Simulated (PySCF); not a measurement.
MoH₆ + Cl₂ → MoH₄ + 2 HCl

Level: PBE0 in the def2-TZVP basis family, computed in PySCF with density fitting; scalar-relativistic core potentials for atoms from Rb on, none lighter, no spin–orbit coupling; open shells unrestricted.

```json
{"species": "MoH₆", "state and structure": "singlet, C3v, Mo–H 1.628 Å (×3), Mo–H 1.680 Å (×3); H–Mo–H 60.6° (×3), H–Mo–H 63.6° (×3), H–Mo–H 114.7° (×6), H–Mo–H 117.5° (×3)", "E (Eh)": "-71.65994", "ZPE (kJ/mol)": "118.6", "H(298 K) − H(0) (kJ/mol)": "11.6", "S° (J/(mol K))": "243.2"}
{"species": "Cl₂", "state and structure": "singlet, D∞h, Cl–Cl 1.982 Å", "E (Eh)": "-920.08940", "ZPE (kJ/mol)": "3.5", "H(298 K) − H(0) (kJ/mol)": "9.1", "S° (J/(mol K))": "222.5"}
{"species": "MoH₄", "state and structure": "triplet, Td, Mo–H 1.686 Å (×4)", "E (Eh)": "-70.47291", "ZPE (kJ/mol)": "64.7", "H(298 K) − H(0) (kJ/mol)": "12.0", "S° (J/(mol K))": "238.1"}
{"species": "HCl", "state and structure": "singlet, C∞v, H–Cl 1.279 Å", "E (Eh)": "-460.66440", "ZPE (kJ/mol)": "17.9", "H(298 K) − H(0) (kJ/mol)": "8.7", "S° (J/(mol K))": "186.6"}
```

(1) What is the electronic reaction energy?

(2) Add zero-point, thermal and entropy terms for 298.15 K and 1 bar.

## Answers

(1) At PBE0/def2-TZVP, ΔE = -137.5 kJ/mol from the differences of the total energies times 2625.5, downhill. 

(2) ΔZPE = -21.6 and Δ[H(298) − H(0)] = 8.7 kJ/mol give ΔH° = -150.4 kJ/mol. ΔS° = 145.6 J/(mol K), so ΔG° = -150.4 − 298.15 × (0.1456) = -194 kJ/mol.

Open d or f shells are single determinants, so the state found may not be the ground state. Only the bonding shown was studied: isomers, or loss of a ligand pair, can lie lower.
